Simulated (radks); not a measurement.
Species: Co3+. Configuration: [Ne] 3s2 3p5.5 3d6 4p0.5 (fractional occupations, a model configuration). All-electron calculation, non-relativistic Kohn-Sham, TASK exchange with Perdew-Wang LDA correlation, spin-polarised, spherical densities, point nucleus; open shells are filled with parallel spins first; meta-GGA in the generalised Kohn-Sham scheme. Program: a radial shooting solver on a logarithmic mesh with Libxc functionals. Some entries of the table are withheld. Estimate them.

| orbital | occ. | eigenvalue (hartree) | <r> (bohr) | r(max) (bohr) |
|---|---|---|---|---|
| 1s up | 1 | -278.8801 | 0.05700 | 0.03751 |
| 1s down | 1 | -278.8666 | 0.05700 | 0.03751 |
| 2s up | 1 | -34.59993 | 0.2592 | 0.2162 |
| 2s down | 1 | -34.43861 | 0.2584 | 0.2160 |
| 2p up | 3 | -30.23700 | 0.2267 | 0.1733 |
| 2p down | 3 | -30.11201 | 0.2258 | 0.1730 |
| 3s up | 1 | -5.55046 | 0.7738 | 0.6740 |
| 3s down | 1 | -5.26767 | 0.7807 | 0.6773 |
| 3p up | 3 | -4.21146 | (1) | 0.6769 |
| 3p down | 2.5 | -3.91898 | (2) | 0.6819 |
| 3d up | 5 | -1.96832 | 0.8844 | 0.6444 |
| 3d down | 1 | -1.65476 | 0.9177 | 0.6601 |
| 4p up | 0.5 | -0.91621 | 2.517 | 2.250 |

Answer. 
(1) 3p up <r> (bohr): 0.8002
(2) 3p down <r> (bohr): 0.8095
